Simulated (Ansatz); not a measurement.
Geometry optimisation, Ansatz, RKS PBE0/def2-SVP.

input.yaml

```yaml
crystal:
  periodic: [false, false, false]
  atoms:
    - { symbol: W, position_ang: [-0.746732, -0.051496, -0.366637] }
    - { symbol: H, position_ang: [1.67827, 0.213743, 1.238722] }
    - { symbol: F, position_ang: [2.169985, 0.303053, 0.458901] }
    - { symbol: F, position_ang: [-0.618329, 1.675959, 0.309188] }
    - { symbol: F, position_ang: [-2.555974, -0.123323, -0.008166] }
    - { symbol: Cl, position_ang: [-0.389786, -2.257795, -0.021644] }
    - { symbol: O, position_ang: [0.44054, 0.218798, -1.759622] }
    - { symbol: H, position_ang: [1.359326, 0.273461, -1.408242] }
basis:
  gaussian: { orbitals: def2-SVP }
hamiltonian:
  xc: pbe0
relax:
  f_tol: 0.03
  max_steps: 50
```

Launched with:

```bash
$ ansatz run input.yaml --threads 4 --pin off --max-ram 5120MiB --backend cpu --events-out ev --progress --plain --runs-dir out
```

Q: Where does it end, and by what steps?

A: It converged. After 29 steps the energy has fallen by 0.418 eV; Cl6 moved furthest, 1.61 Å.

| step | energy less start (eV) | largest force component (eV/Å) | accepted |
| --- | --- | --- | --- |
| 0 | 0.0000 | 0.159 | yes |
| 2 | -0.0060 | 0.155 | yes |
| 4 | -0.0119 | 0.223 | yes |
| 6 | -0.0172 | 0.336 | yes |
| 8 | -0.0235 | 0.213 | yes |
| 10 | -0.0276 | 0.148 | yes |
| 12 | -0.0329 | 0.733 | yes |
| 14 | -0.1012 | 0.338 | yes |
| 16 | -0.1517 | 0.379 | yes |
| 18 | -0.1995 | 0.576 | yes |
| 20 | -0.2680 | 1.264 | yes |
| 22 | -0.3952 | 0.302 | yes |
| 24 | -0.4129 | 0.090 | yes |
| 26 | -0.4172 | 0.109 | yes |
| 28 | -0.4176 | 0.089 | no |
| 29 | -0.4182 | 0.007 | yes |

```xyz
8
Properties=species:S:1:pos:R:3
W -0.814 -0.481 -0.339
H 1.488 1.319 0.619
F 2.257 1.324 0.075
F -0.104 0.786 0.903
F -2.433 0.298 0.095
Cl -1.605 -2.443 -1.059
O 0.890 -0.582 -0.961
H 1.658 0.031 -0.889
```

Whether the end is a true minimum wasn't checked by a vibrational analysis.

Run time: 28 s on 4 threads of AMD EPYC 9R45 96-Core Processor (Zen 5), on a shared host, peak memory 0.31 GiB.
